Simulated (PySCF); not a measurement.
## Working out the ionisation energy of Ge⁺

Ge⁺ [Ar] 3d10 4s2 4p1 (2P) → Ge²⁺ [Ar] 3d10 4s2 (1S). Calculation: PySCF 2.14, in aug-cc-pVQZ-PP with one added diffuse shell each of s, p, d, f, g type with ECP10MDF (8s7p6d4f3g, 114 functions); a scalar-relativistic core potential. Frozen: 3s2 3p6 3d10. Energies in hartree (1 hartree = 27.21139 eV):

```json
{"part": "UHF", "Ge⁺ (lower)": "-293.081884", "Ge²⁺ (upper)": "-292.521281"}
{"part": "MP2 opposite-spin", "Ge⁺ (lower)": "-0.037262", "Ge²⁺ (upper)": "-0.030155"}
{"part": "MP2 same-spin", "Ge⁺ (lower)": "-0.002667", "Ge²⁺ (upper)": "0.000000"}
```

Problem. What does Hartree-Fock give?

Solution. (-292.521281) − (-293.081884) = 0.560603 hartree = 15.255 eV.

Problem. What do MP2 and SCS-MP2 (6/5 opposite-spin, 1/3 same-spin) give?

Solution. The opposite-spin parts differ by 0.193 eV and the same-spin parts by 0.073 eV. MP2: 15.255 + (0.193) + (0.073) = 15.521 eV. SCS-MP2: 15.255 + 1.2 × (0.193) + (0.073)/3 = 15.511 eV.

Measured between the centres of the two terms (NIST): 15.789 eV, so MP2 (valence) is off by -0.268 eV.

What remains against the reference includes basis incompleteness, the frozen core and correlation beyond second order.
